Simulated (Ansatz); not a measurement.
Ansatz (a first-principles code) input for C₃H₃N₂, SMILES [c]1ccn[nH]1, multiplicity 2, PBE0/def2-SVPD. Coordinates come from a B3LYP-D3(BJ)/def2-SVP optimisation. The isomer is the one that the SMILES or the coordinates give; other isomers of the formula were not compared.

Ansatz 0.2 input:
```yaml
crystal:
  periodic: [false, false, false]
  atoms:
    - {symbol: C, position_ang: [-1.18290955, -0.08624014, 0.00000000]}
    - {symbol: C, position_ang: [-0.52099315, 1.12294832, 0.00000000]}
    - {symbol: C, position_ang: [0.84093608, 0.71498257, 0.00000000]}
    - {symbol: N, position_ang: [0.97881750, -0.61059921, -0.00000000]}
    - {symbol: N, position_ang: [-0.28783247, -1.08868117, -0.00000000]}
    - {symbol: H, position_ang: [-0.93688452, 2.12616066, -0.00000000]}
    - {symbol: H, position_ang: [1.72990117, 1.34629140, 0.00000000]}
    - {symbol: H, position_ang: [-0.45211208, -2.08763385, 0.00000001]}
basis:
  gaussian:
    orbitals: def2-SVPD
hamiltonian:
  xc: {name: PBE0}
magnetization: {spin_polarized: true, initial_magnetization: 1}
```

Output:

```
WARN ansatz: RAYON_NUM_THREADS=1 ignored (pool sized by the plan → 1); use --threads N
Functional definition: PBE0
integrals: 0.05 GiB planned
1049 factors; their error is unknown
mean field: 0.56 GiB planned
mean field evaluation 1: about -6121.1612 eV, gradient 2.8e1 eV
mean field evaluation 2: about -6119.4476 eV, gradient 3.4e1 eV
mean field evaluation 4: about -6125.1692 eV, gradient 2.7e0 eV
mean field evaluation 8: about -6125.2069 eV, gradient 2.0e-1 eV
mean field evaluation 16: about -6125.1802 eV, gradient 2.4e-3 eV
mean field -6125.18018144 eV, -225.0962198718 hartree, gradient 4.1e-5 eV, S^2 0.760998; 1 other end points of the search recorded, 0 dependent functions left out
reference -6125.18021078 eV, -225.0962209501 hartree; 18, 17 occupied and 106, 107 virtual orbitals, 1049 factors
Total energy: -6125.18021078 eV, -225.0962209501 hartree
```

The calculation finished and met its thresholds.

Cost: roughly 5 core-seconds.
